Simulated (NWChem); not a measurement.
AlI2Cl; SMILES [Cl][Al]([I])[I]

Program: NWChem. Pople sets run with spherical d functions. Geometry: optimised at PBE-D3(BJ)/def2-SVP (def2 core potentials past Kr).

For level Hartree-Fock/3-21G, non-relativistic:

```
Item              Result
----------------  ------
orbital gap (eV)   11.08
dipole (D)          1.09
```

Problem. What are these values for level Hartree-Fock/6-311G**, non-relativistic?

Solution. The orbital gap (eV) comes out as 11.34 and the dipole (D) is 0.74.
